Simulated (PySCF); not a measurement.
C$_{4}$H$_{6}$Si, charge -1, doublet, geometry from GFN2-xTB (a state made from the parent by changing its charge; the spin is typed, not shown lowest) (in this run its highest filled SCF level lies above zero, so its values depend strongly on the basis, on diffuse functions most of all). Base run: DF-BLYP/6-31G** (PySCF).

The PySCF input:
```python
from pyscf import gto, scf, dft

mol = gto.M(
    atom='''
C    -1.235104    0.762050   -0.411097
C     0.047364    1.268071   -0.284723
Si    1.193403   -0.071619    0.243255
C    -0.213412   -1.258106    0.250877
C    -1.376258   -0.605335   -0.121184
H    -2.087933    1.370871   -0.714096
H     0.266647    2.312683   -0.485034
H     1.956418    0.126058    1.547105
H     2.376368   -0.386079   -0.663941
H    -0.211170   -2.316012    0.496342
H    -2.343508   -1.104929   -0.189177
''',
    basis='6-31g**',
    charge=-1,
    spin=1,
    verbose=4,
    symmetry=True,
)

mf = dft.UKS(mol)
mf.xc = 'blyp'
mf = mf.density_fit(auxbasis='def2-universal-jkfit')
mf.kernel()
mf.analyze()
```

The base run was repeated with changes; each row names its change, and settings that it needs were set with it.

```csv
change,ΔE vs base (eV),point group used,SCF cycles
base,0.00,C2v,11
"irrep_nelec = A1:(10, 11) A2:(2, 1) B1:(4, 3) B2:(7, 7)",9.18,C2v,13
symmetry_subgroup = C2,0.00,C2,11
symmetry_subgroup = Cs,0.00,Cs,13
"irrep_nelec = A1:(12, 11) A2:(1, 1) B1:(4, 3) B2:(6, 7)",8.21,C2v,14
"irrep_nelec = A1:(12, 11) A2:(1, 1) B1:(3, 3) B2:(7, 7)",3.48,C2v,13
symmetry = off,0.00,C1,13
"irrep_nelec = A1:(10, 11) A2:(1, 1) B1:(5, 3) B2:(7, 7)",10.83,C2v,12
```

Open shells are given as the SCF converged; they aren't shown to be the lowest states, and a large step between rows can be another state.
